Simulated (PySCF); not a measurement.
Cl3GaH3N, neutral, multiplicity 1. Atoms are numbered in the order given.

```xyz
8

Ga     0.0000     0.0000     0.0230
Cl    -1.8426     1.0638     0.4074
Cl     1.8426     1.0638     0.4074
Cl     0.0000    -2.1277     0.4074
N      0.0000     0.0000    -2.0438
H      0.0000    -0.9595    -2.3947
H      0.8310     0.4798    -2.3947
H     -0.8310     0.4798    -2.3947
```

Geometry: PBE0-D3(BJ)/def2-SVP. The isomer is the one that the SMILES or the coordinates give; other isomers of the formula were not compared. The values are those of a single conformer.

Level of theory: r2SCAN/def2-TZVP (PySCF).

ESP charges are fitted to the potential on shells at 1.4 to 2.0 van der Waals radii. Atomic charges (e):

| atom | Löwdin | ESP fit |
|---|---|---|
| Ga1 | -0.92 | ___ |
| Cl2 | 0.15 | ___ |
| Cl3 | 0.15 | ___ |
| Cl4 | 0.15 | ___ |
| N5 | -0.08 | ___ |
| H6 | 0.18 | ___ |
| H7 | 0.18 | ___ |
| H8 | 0.18 | ___ |

### Question
Some entries are withheld; supply them. (An estimate is asked for; the answer gives what the named calculation found.)

### Answer

- Ga1, ESP fit: 0.49
- Cl2, ESP fit: -0.26
- Cl3, ESP fit: -0.26
- Cl4, ESP fit: -0.26
- N5, ESP fit: -0.89
- H6, ESP fit: 0.39
- H7, ESP fit: 0.40
- H8, ESP fit: 0.40
